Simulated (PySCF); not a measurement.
**A survey of ¹⁷O NMR shifts**

Computed data (PySCF 2.14.0 with density-fitted response routines): geometry: GFN2-xTB, GIAO PBE0/pcSseg-1 shieldings. Non-relativistic Hamiltonian, no solvent, equivalent nuclei averaged, one conformer.

Shieldings were converted by a linear fit to measured shifts: ¹⁷O: δ = 266.70 − 0.911σ (rms 10.7 ppm, 155 shifts, 12.2 ppm with the 3 outliers that the fit left out vs liquid water, solution or neat liquid). A few per cent of atoms miss by over 2 rms, more outside the fitted compound classes.

Task: Give the ¹⁷O shifts of `CO[SiH2]OC[C@@H](C)[SiH3]`, `CC1=CCOC1=O`, `O=C[C@@H]1C=CCO1`, `FC(F)O[C@@H]1O[C@@H]1C1CC1`, `CC(C)(C(=O)F)C(=O)F`, `O=C(F)/C(=C/[SiH3])C(F)(F)F`.

Result: 
```
                                                             compound                 environment  δ (ppm)
            [CH3:1][O:2][SiH2:3][O:4][CH2:5][C@@H:6]([CH3:7])[SiH3:8]  O4: oxygen bonded to C, Si     17.4
            [CH3:1][O:2][SiH2:3][O:4][CH2:5][C@@H:6]([CH3:7])[SiH3:8]  O2: oxygen bonded to C, Si    -27.3
                         [CH3:1][C:2]1=[CH:3][CH2:4][O:5][C:6]1=[O:7]   O7: ester carbonyl oxygen    331.9
                         [CH3:1][C:2]1=[CH:3][CH2:4][O:5][C:6]1=[O:7]     O5: ester alkoxy oxygen    155.8
                      [O:1]=[CH:2][C@@H:3]1[CH:4]=[CH:5][CH2:6][O:7]1         O1: aldehyde oxygen    587.8
                      [O:1]=[CH:2][C@@H:3]1[CH:4]=[CH:5][CH2:6][O:7]1            O7: ether oxygen     -0.5
[F:1][CH:2]([F:3])[O:4][C@@H:5]1[O:6][C@@H:7]1[CH:8]1[CH2:9][CH2:10]1            O4: ether oxygen     89.3
[F:1][CH:2]([F:3])[O:4][C@@H:5]1[O:6][C@@H:7]1[CH:8]1[CH2:9][CH2:10]1            O6: ether oxygen     25.4
                                                  CC(C)(C(=O)F)C(=O)F        carbonyl oxygen (×2)    376.8
                                          O=C(F)/C(=C/[SiH3])C(F)(F)F             carbonyl oxygen    369.2
```
